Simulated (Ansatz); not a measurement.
Ga₁₂P₁₁H₃₂⁻, a nanocrystal cut from zinc blende GaP (hydrogen-capped), relaxed as a singlet with RKS PBE-D4/def2-SVP in Ansatz, starting from a model built from a lattice or polyhedron. Force threshold 0.03 eV/Å.

Single mean-field runs in def2-SVP are fitted with def2-universal-jkfit.

Start:

Cartesian coordinates in Å:
```
P 0.305 -4.342 -1.837
P -3.728 -1.163 2.411
P -0.721 0.861 3.747
P 3.302 -2.329 -0.498
P 2.801 0.260 2.300
P -0.201 -1.733 0.969
P -1.569 -1.074 -2.573
P -2.082 1.545 0.192
P 1.423 0.910 -1.223
P 0.927 3.553 1.541
P -0.423 4.266 -1.976
Ga -2.248 -2.736 1.543
Ga 1.253 -3.370 0.112
Ga -0.089 -2.685 -3.430
Ga 0.752 -0.757 2.896
Ga -4.110 0.518 0.805
Ga -1.109 2.541 2.118
Ga 4.280 -1.363 1.412
Ga 2.898 -0.656 -2.111
Ga 2.400 1.934 0.689
Ga -0.587 -0.079 -0.658
Ga -2.466 3.191 -1.412
Ga 1.073 2.612 -2.873
H 1.190 -5.307 -2.359
H -0.910 -4.968 -1.490
H -4.914 -1.747 2.791
H -3.165 -0.560 3.566
H -0.139 1.450 4.924
H -1.914 0.268 4.101
H 4.179 -3.296 -1.023
H 3.375 0.869 3.431
H -2.741 -1.683 -2.230
H -1.780 -0.082 -3.533
H 1.487 4.150 2.686
H 0.683 4.548 0.564
H 0.160 4.821 -0.839
H -0.648 5.246 -2.953
H -2.004 -3.848 2.612
H -2.868 -3.413 0.307
H 1.511 -4.439 1.164
H -0.691 -3.314 -4.664
H 1.272 -2.008 -3.862
H 1.025 -1.862 3.939
H -5.090 1.571 1.374
H -4.743 -0.132 -0.452
H -2.066 3.574 2.711
H 4.537 -2.440 2.504
H 5.610 -0.658 1.042
H 4.249 0.005 -2.496
H 2.304 -1.312 -3.368
H 3.749 2.615 0.303
H -3.126 2.558 -2.666
H -3.406 4.243 -0.831
H 0.426 1.971 -4.134
H 2.368 3.278 -3.263
```

Task: Estimate the energy that the relaxation releases and the steps that it takes.

Result: 80.6 kcal/mol, in 31 steps; 83 s on 11 threads of AMD EPYC 7R13 on a shared host and a whole NVIDIA H100 80GB HBM3. No frequencies were taken in this run, so the end may be a saddle point.

Task: Does the start keep its bonding and symmetry?

Result: By distances, no bond broke or formed. The bond that changes most is P1–Ga14, from 2.33 to 2.43 Å (atoms count from 1).

Task: Predict the relaxed structure.

Result: 
```xyz
55

P     0.544   -4.047   -1.855
P    -3.696   -1.397    1.935
P    -0.679    0.956    3.664
P     3.430   -2.126   -0.305
P     2.787    0.242    2.367
P    -0.129   -1.712    1.032
P    -1.410   -0.870   -2.475
P    -2.061    1.605    0.242
P     1.606    1.027   -1.172
P     0.968    3.434    1.658
P    -0.473    4.027   -2.155
Ga   -2.100   -3.052    1.170
Ga    1.470   -3.295    0.274
Ga   -1.009   -3.052   -3.437
Ga    0.793   -0.879    3.024
Ga   -4.206    0.658    0.740
Ga   -1.295    2.728    2.134
Ga    4.528   -1.309    1.677
Ga    2.891   -0.734   -2.197
Ga    2.657    1.945    0.706
Ga   -0.420    0.065   -0.494
Ga   -2.642    3.187   -1.466
Ga    1.347    2.613   -2.940
H     1.666   -4.490   -2.624
H    -0.002   -5.340   -1.571
H    -4.951   -2.045    2.185
H    -3.387   -1.100    3.302
H    -0.183    1.538    4.877
H    -1.897    0.429    4.200
H     4.289   -3.168   -0.791
H     3.285    0.885    3.550
H    -2.820   -0.703   -2.303
H    -1.193    0.123   -3.481
H     1.489    4.027    2.855
H     0.875    4.638    0.889
H     0.013    4.931   -1.155
H    -0.713    5.016   -3.165
H    -1.974   -4.182    2.273
H    -2.526   -3.389   -0.325
H     1.591   -4.563    1.214
H    -2.359   -3.870   -3.320
H    -0.233   -2.851   -4.798
H     0.952   -1.843    4.266
H    -4.993    1.604    1.742
H    -4.865    0.139   -0.607
H    -2.133    3.860    2.846
H     4.616   -2.475    2.751
H     5.800   -0.442    1.292
H     4.202   -0.144   -2.867
H     1.844   -1.570   -3.069
H     3.991    2.774    0.543
H    -3.172    2.395   -2.734
H    -3.462    4.390   -0.832
H     0.713    1.886   -4.202
H     2.636    3.527   -3.066
```
Bond lengths (bridged metal pairs left out): 30 × Ga–P 2.33 to 2.45 Å; 18 × Ga–H 1.58 to 1.60 Å; 14 × H–P 1.43 to 1.44 Å.
